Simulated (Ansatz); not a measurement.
Cartesian coordinates in Å:
```
N 0.321 -0.612 0.514
Si -0.036 0.774 -0.411
F -0.157 0.306 -1.930
F -1.452 1.314 0.081
H 0.246 -0.567 1.519
H 1.078 -1.215 0.228
```

Charge 0, multiplicity 2.

(1) List the B3LYP/def2-TZVPP orbital energies in eV (the Gaussian-basis code of Ansatz). (Estimate.)

Answers

(1) Computed: α occupied: -1800.92, -671.66, -671.66, -389.87, -145.20, -100.55, -100.55, -100.49, -32.88, -32.43, -24.06, -15.64, -14.42, -13.52, -13.39, -12.80, -11.96, -11.85, -11.66, -8.84, -6.13. α empty: 0.44, 0.81, 1.49, 2.04, 3.16, 4.74, 5.84, 5.88. β occupied: -1800.83, -671.60, -671.60, -389.77, -145.08, -100.47, -100.42, -100.33, -32.73, -32.28, -23.83, -15.39, -14.34, -13.32, -13.23, -12.56, -11.82, -11.68, -11.60, -8.37. β empty: -2.76, 0.59, 1.23, 1.88, 2.07, 3.41, 5.29, 6.06. ⟨S²⟩ = 0.752.

B3LYP here is the variant with VWN-RPA as its local correlation; programs differ in this.
